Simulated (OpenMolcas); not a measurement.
# Ionisation energies of cadmium

```json
{"Program": "OpenMolcas", "Basis": "ANO-R3 [8s6p5d3f2g1h]", "Scalar Hamiltonian": "X2C, finite nucleus", "Spin-orbit coupling": "state interaction with AMFI integrals over the reference wave functions, term energies averaged over their components"}
```

Active shells in each charge state: the valence s, p shells, with orbitals averaged over the low states. Where CASPT2's correlated closed shells are named, they are those of the first ion.

A. CASSCF
B. SS-CASPT2, IPEA 0.25 Eh, imaginary shift 0.1 Eh (closed shells correlated: 4d)
C. SS-CASPT2, IPEA 0.25 Eh, imaginary shift 0.1 Eh (closed shells correlated: none)
D. SS-CASPT2, IPEA 0 Eh, imaginary shift 0.1 Eh (closed shells correlated: 4d)
E. SS-CASPT2, IPEA 0.25 Eh, imaginary shift 0.1 Eh (closed shells correlated: 4s 4p 4d)

Energies in eV between the lowest computed levels, named as in B; reference values from the NIST Atomic Spectra Database with their kind.

```csv
From,To,A,B,C,D,E,Spin-orbit share in B,Reference
Cd 5s2 1S0,Cd+ 5s 2S 1/2,7.988,8.773,8.044,8.770,8.860,+0.000,8.994 (measured)
Cd+ 5s 2S 1/2,Cd2+ 4d10 1S0,15.543,16.850,15.543,16.919,16.993,+0.000,16.908 (measured)
```

Error against the reference values, in %:

```
From  Reference      A     B      C     D     E
  Cd   measured  -11.2  -2.5  -10.6  -2.5  -1.5
 Cd+   measured   -8.1  -0.3   -8.1  +0.1  +0.5
```

Mean absolute error over the 2 measured values: A 1.19 eV, B 0.14 eV, C 1.16 eV, D 0.12 eV, E 0.11 eV.
